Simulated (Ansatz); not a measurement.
The first iterations of a band of AlClH4OSi (8 atoms, charge 0, multiplicity 1).

These are results of RKS B3LYP-D4/6-31G* in Ansatz 0.2.0, not measurements.

```json
{
  "movable images": "9",
  "climbing image": "yes",
  "spring": "5.0 eV/Å²",
  "optimiser": "quadratic models (default)",
  "start path": "through a guess of the saddle point",
  "force threshold": "0.03 eV/Å",
  "iteration limit": "41",
  "end points": "relaxed"
}
```

Initial state:

```xyz
8
Properties=species:S:1:pos:R:3
Al 0.561 0.077 -0.273
O 0.430 -0.216 1.387
Si -0.324 -0.508 2.827
H -1.421 -1.499 2.657
H 0.662 -1.049 3.798
H -0.896 0.751 3.376
H 1.959 0.228 -0.961
Cl -1.206 0.237 -1.416
```

Final state:

```xyz
8
Properties=species:S:1:pos:R:3
Al 0.335 0.267 -1.080
O 0.815 -0.231 0.991
Si -0.177 -0.448 2.388
H -1.101 -1.579 2.179
H 0.798 -0.779 3.462
H -0.875 0.811 2.711
H 1.764 -0.363 1.144
Cl -1.795 0.341 -0.400
```

| iteration | highest image above the first end (eV) | largest band force component (eV/Å) |
| --- | --- | --- |
| 1 | 4.777 | 6.669 |
| 2 | 3.883 | 2.490 |
| 3 | 3.591 | 1.427 |
| 4 | 3.099 | 0.732 |
| 5 | 3.168 | 0.696 |
| 6 | 3.244 | 1.230 |
| 7 | 3.168 | 1.578 |
| 8 | 3.055 | 0.756 |

**Question.** Does the band converge within its limit, and where does its top end?

**Answer.** The forces met the threshold. It ended after 26 iterations with the highest image 3.004 eV above the first end. Neighbouring images differ by up to 1.5 eV, so the band resolves the path poorly. A vibrational analysis at the climbing image gives one clearly imaginary mode, 1471i cm⁻¹: a first-order saddle point. The orbitals stay closed-shell, which can raise the energy where a bond breaks towards radicals; this wasn't checked here.

Run time: 15 min on 1 thread of Arm Neoverse V1 (shared host), peak memory 0.16 GiB.
